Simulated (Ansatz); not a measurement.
Compare A (`C=CBBr`) with its isomer B (`BC(=C)Br`).

Gas-phase electronic energies from Ansatz, PBE0-D4/def2-TZVP geometries. CBS: MP2 limit from def2 TZ/QZ plus the TZ coupled-cluster correction, frozen cores. Functionals use def2-TZVPP. B3LYP here is the variant with VWN-RPA as its local correlation; programs differ in this. For Br outer-core shells are correlated without core-valence functions, which leaves a few kJ/mol of doubt a bond. Scalar relativity is left out up to krypton. Each species was taken in one conformer, which may not be the lowest.

Problem. Which isomer does CCSD(T)/CBS put lower? Give the gap. (An estimate is asked.)

Solution. Ansatz gave: A, by 34.2 kcal/mol.

Problem. Give E(B) − E(A) in kcal/mol with CCSD/def2-TZVPP, B2PLYP, PBE0-D4, BLYP-D4, PBE-D4, ωB97M-V, B3LYP-D4. (Best estimate.)

Solution. The calculation gave: CCSD/def2-TZVPP 34.3, B2PLYP 34.0, PBE0-D4 34.2, BLYP-D4 32.0, PBE-D4 33.3, ωB97M-V 33.8, B3LYP-D4 33.1. None reverses the order clearly.

Problem. Does the order hold for the free energy at 298.15 K (harmonic terms from PBE0-D4)? (An estimate is asked.)

Solution. Computed: Yes: G(B) − G(A) = +32.7 kcal/mol, for one conformer each.

Largest T1 diagnostic: 0.011.

Leaving LDA and LC-ωPBE aside and taking each functional with its dispersion term where it has one, the values, not all of them listed here, spread over 3.0 kcal/mol, from BLYP-D4 to r2SCAN0-D4. From BLYP to BHLYP (50 % exact exchange), in def2-TZVPP and without D4, E(B) − E(A) moves by +1.8 kcal/mol.
